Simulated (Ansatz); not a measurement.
The cluster Na6Zr, relaxed as a quintet with UKS PBE-D4/def2-SVP in Ansatz, starting from the PBE-D4/def2-SVP geometry of the neutral singlet. Force threshold 0.02 eV/Å.

In the def2 sets Zr takes a core potential; there is no spin–orbit coupling. The relaxation made no stability test and no search for a lower SCF solution. The structure comes from a short search, and lower isomers may exist.

Start:

```xyz
7

Zr   -0.919    0.987   -0.916
Na    0.794    2.391    1.610
Na    2.384    1.150   -1.375
Na    1.167   -1.114    1.011
Na    0.418   -1.699   -2.432
Na   -1.805    0.331    2.226
Na   -2.040   -2.046   -0.124
```

(1) Estimate the energy that the relaxation releases and the steps that it takes.

(2) Does the start keep its bonding and symmetry?

(3) Predict the relaxed structure.

Results:

(1) 0.04 eV, in 4 steps; 9.5 s on 4 threads of Intel Xeon 6975P-C on a shared host. No frequencies were taken in this run, so the end may be a saddle point.

(2) By distances, no bond broke or formed. The bond that changes most is Na6–Na7, from 3.35 to 3.53 Å (atoms count from 1). Point group Cs at the start, C5v at the end, both within 0.05 Å; within 0.015 Å the end is Cs.

(3) 
```xyz
7

Zr   -0.947    0.965   -0.888
Na    0.914    2.401    1.578
Na    2.415    1.151   -1.391
Na    1.043   -1.034    0.946
Na    0.536   -1.673   -2.451
Na   -1.863    0.346    2.339
Na   -2.097   -2.155   -0.134
```
Bond lengths (bridged metal pairs left out): 10 × Na–Na 3.48 to 3.55 Å; 6 × Na–Zr 3.36 to 3.41 Å.
